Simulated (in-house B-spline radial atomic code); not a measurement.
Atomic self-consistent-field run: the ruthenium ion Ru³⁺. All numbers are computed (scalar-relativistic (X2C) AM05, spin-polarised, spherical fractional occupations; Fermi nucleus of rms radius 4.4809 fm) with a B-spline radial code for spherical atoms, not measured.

Command:
```bash
python run_scf.py task.json out
```
Settings (nuclear radius in fm, mass in u):
```
Z                44
configuration    [Kr] 4d5
hamiltonian      x2c
method           am05
spin_polarised   True
nucleus          fermi
rms_radius       4.4809
atomic_mass      101.90434
speed_of_light   137.035999084
```

Output (hartree, bohr):
```
 radial grid: 69 intervals, B-splines of order 8, outer radius 28.1081 bohr

 iter        energy (Eh)    residual
    1       -4515.468652    4.95e-01
    2       -4519.732160    3.56e-01
    3       -4523.458188    7.81e-02
    4       -4523.614292    2.09e-02
    5       -4523.621312    9.60e-03
    6       -4523.623196    2.20e-03
    7       -4523.623339    6.21e-04
    8       -4523.623347    3.05e-05
    9       -4523.623347    1.57e-06
   10       -4523.623347    8.25e-08

 total energy                     -4523.62335
 kinetic                            4706.2381
 electron-nucleus                 -10896.7296
 Hartree                            1795.8624
 exchange-correlation               -128.9942

 orbital      occ     eigenvalue          <r>       <r^2>       <1/r>       r_max
 1s up      1.000      -805.1542    0.0329504  0.00147679     47.4709     0.02113
 1s down    1.000      -805.1542    0.0329503  0.00147678     47.4709     0.02113
 2s up      1.000      -116.9308     0.145391   0.0249804     10.6598       0.123
 2s down    1.000      -116.9013     0.145378   0.0249764      10.661       0.123
 2p up      3.000      -104.9441     0.126819   0.0196622     10.0837     0.09804
 2p down    3.000      -104.9214     0.126803   0.0196574     10.0849     0.09803
 3s up      1.000       -21.6460     0.403122    0.186217     3.65261      0.3622
 3s down    1.000       -21.6274     0.402993     0.18605     3.65275      0.3622
 3p up      3.000       -17.7044     0.403312    0.189276     3.43272      0.3552
 3p down    3.000       -17.6836     0.403111    0.189018     3.43318      0.3553
 3d up      5.000       -11.3375     0.384368    0.177016     3.19464      0.3006
 3d down    5.000       -11.3079     0.384064    0.176606     3.19546      0.3008
 4s up      1.000        -4.1227      1.01257     1.16045     1.36535      0.9136
 4s down    1.000        -3.9879      1.00777     1.14995      1.3741      0.9104
 4p up      3.000        -3.0154      1.11039      1.4079     1.21729      0.9796
 4p down    3.000        -2.8732      1.10538     1.39703     1.22527       0.975
 4d up      5.000        -1.4264       1.4295     2.39693     0.92221       1.172
```


One-electron X2C: radii and densities carry no picture-change correction, so inner-shell <1/r> comes out high (for 1s by about 2 % at Z = 33, 5 % at 54, 10 % at 75, 30 % at 118) and <r> low.
